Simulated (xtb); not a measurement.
C3H10Si (SMILES C[SiH](C)C), singlet, geometry from GFN2-xTB; GFN2-xTB in xtb 6.7.1.

xtb was given this input:
```
$ xtb mol.xyz --gfn 2 --chrg 0 --uhf 0 --json

# file mol.xyz
14

Si     0.04227581     0.17410565     0.35767998
C     -0.94677323     1.32330318    -0.79306653
C      1.75998590    -0.15337865    -0.39419538
C     -0.88714883    -1.47441790     0.56171541
H      0.19817869     0.81616493     1.67671672
H     -1.08207267     0.88244973    -1.77698739
H     -1.93349276     1.53106784    -0.39013129
H     -0.44225768     2.27526120    -0.92863343
H      2.35085242    -0.80627152     0.24121477
H      1.68499224    -0.62713212    -1.36922950
H      2.31726365     0.76979478    -0.52198718
H     -1.02111986    -1.97760373    -0.39202130
H     -1.87270611    -1.32118853     0.99105908
H     -0.34788226    -2.15306147     1.21575889
```

The log (banner, timings and long lists left out):

```
   ID    Z sym.   atoms
    1   14 Si     1
    2    6 C      2-4
    3    1 H      5-14

           -------------------------------------------------
          |                Calculation Setup                |
           -------------------------------------------------

           -------------------------------------------------
          |                 G F N 2 - x T B                 |
           -------------------------------------------------

          ...................................................
          :                      SETUP                      :
          :.................................................:
          :  # basis functions                  32          :
          :  # atomic orbitals                  31          :
          :  # shells                           19          :
          :  # electrons                        26          :
          :  max. iterations                   250          :
          :  Hamiltonian                  GFN2-xTB          :
          :  restarted?                      false          :
          :  GBSA solvation                  false          :
          :  PC potential                    false          :
          :  electronic temp.          300.0000000     K    :
          :  accuracy                    1.0000000          :
          :  -> integral cutoff          0.2500000E+02      :
          :  -> integral neglect         0.1000000E-07      :
          :  -> SCF convergence          0.1000000E-05 Eh   :
          :  -> wf. convergence          0.1000000E-03 e    :
          :  Broyden damping             0.4000000          :
          :  net charge                          0          :
          :  unpaired electrons                  0          :
          ...................................................

 iter      E             dE          RMSdq      gap      omega  full diag
   1    -13.3471569 -0.133472E+02  0.403E+00    7.61       0.0  T
   2    -13.4214761 -0.743192E-01  0.151E+00    6.50       1.0  T
   3    -13.4249370 -0.346086E-02  0.169E+00    7.13       1.0  T
   4    -13.4309459 -0.600898E-02  0.863E-01    6.97       1.0  T
   5    -13.4315148 -0.568868E-03  0.350E-01    6.93       1.0  T
   6    -13.4316784 -0.163599E-03  0.502E-02    6.88       1.0  T
   7    -13.4316795 -0.106297E-05  0.207E-02    6.87       1.3  T
   8    -13.4316807 -0.120469E-05  0.456E-03    6.87       5.9  T
   9    -13.4316807 -0.423268E-07  0.159E-03    6.87      16.8  T
  10    -13.4316807 -0.188603E-07  0.421E-04    6.87      63.5  T
  11    -13.4316807 -0.112053E-08  0.194E-05    6.87    1378.0  T

   *** convergence criteria satisfied after 11 iterations ***

         :::::::::::::::::::::::::::::::::::::::::::::::::::::
         ::                     SUMMARY                     ::
         :::::::::::::::::::::::::::::::::::::::::::::::::::::
         :: total energy             -13.231384006018 Eh    ::
         :: gradient norm              0.000007209524 Eh/a0 ::
         :: HOMO-LUMO gap              6.871034654848 eV    ::
         ::.................................................::
         :: SCC energy               -13.431659944881 Eh    ::
         :: -> isotropic ES            0.019466201675 Eh    ::
         :: -> anisotropic ES          0.005783982432 Eh    ::
         :: -> anisotropic XC          0.007792986124 Eh    ::
         :: -> dispersion             -0.007129886303 Eh    ::
         :: repulsion energy           0.200275938864 Eh    ::
         :: add. restraining           0.000000000000 Eh    ::
         :: total charge               0.000000000000 e     ::
         :::::::::::::::::::::::::::::::::::::::::::::::::::::

           -------------------------------------------------
          |                Property Printout                |
           -------------------------------------------------

    * Orbital Energies and Occupations

         #    Occupation            Energy/Eh            Energy/eV
[...]
        19                          0.1205329               3.2799
        20                          0.2024806               5.5098
        21                          0.2024806               5.5098
        22                          0.2122312               5.7751
        23                          0.2248743               6.1191
        24                          0.2248743               6.1191
       ...                                ...                  ...
        31                          0.7023205              19.1111
      -------------------------------------------------------------
                  HL-Gap            0.2525059 Eh            6.8710 eV
             Fermi-level           -0.2669088 Eh           -7.2630 eV

     #   Z          covCN         q      C6AA      α(0)
     1  14 Si       3.538     0.462   100.306    19.310
     2   6 C        3.649    -0.203    24.881     7.166
     3   6 C        3.649    -0.203    24.881     7.166
     4   6 C        3.649    -0.203    24.881     7.166
     5   1 H        0.915    -0.087     5.122     3.540
     6   1 H        0.925     0.031     2.576     2.510
     7   1 H        0.925     0.023     2.682     2.561
     8   1 H        0.925     0.023     2.682     2.561
     9   1 H        0.925     0.023     2.682     2.561
    10   1 H        0.925     0.031     2.576     2.510
    11   1 H        0.925     0.023     2.682     2.561
    12   1 H        0.925     0.031     2.576     2.510
    13   1 H        0.925     0.023     2.682     2.561
    14   1 H        0.925     0.023     2.682     2.561

 Mol. C6AA /au·bohr⁶  :       1730.521943
 Mol. C8AA /au·bohr⁸  :      49268.432901
 Mol. α(0) /au        :         67.243098

Wiberg/Mayer (AO) data.
largest (>0.10) Wiberg bond orders for each atom

 ---------------------------------------------------------------------------
     #   Z sym  total        # sym  WBO       # sym  WBO       # sym  WBO
 ---------------------------------------------------------------------------
     1  14 Si   3.650 --     3 C    0.903     2 C    0.903     4 C    0.903
                             5 H    0.884
     2   6 C    3.978 --     7 H    0.992     8 H    0.992     6 H    0.987
                             1 Si   0.903
     3   6 C    3.978 --     9 H    0.992    11 H    0.992    10 H    0.987
                             1 Si   0.903
     4   6 C    3.978 --    13 H    0.992    14 H    0.992    12 H    0.987
                             1 Si   0.903
     5   1 H    0.992 --     1 Si   0.884
     6   1 H    0.999 --     2 C    0.987
     7   1 H    0.999 --     2 C    0.992
     8   1 H    0.999 --     2 C    0.992
     9   1 H    0.999 --     3 C    0.992
    10   1 H    0.999 --     3 C    0.987
    11   1 H    0.999 --     3 C    0.992
    12   1 H    0.999 --     4 C    0.987
    13   1 H    0.999 --     4 C    0.992
    14   1 H    0.999 --     4 C    0.992
 ---------------------------------------------------------------------------

Topologies differ in total number of bonds
Writing topology from bond orders to xtbtopo.mol

molecular dipole:
                 x           y           z       tot (Debye)
 q only:        0.012       0.048       0.099
   full:       -0.016      -0.065      -0.133       0.378
molecular quadrupole (traceless):
                xx          xy          yy          xz          yz          zz
 q only:       -0.493       0.070      -0.220       0.144       0.595       0.713
  q+dip:       -0.315       0.045      -0.141       0.092       0.381       0.456
   full:        0.114      -0.016       0.051      -0.033      -0.138      -0.165

           -------------------------------------------------
          | TOTAL ENERGY              -13.231384006018 Eh   |
          | GRADIENT NORM               0.000007209524 Eh/α |
          | HOMO-LUMO GAP               6.871034654848 eV   |
           -------------------------------------------------

normal termination of xtb
```
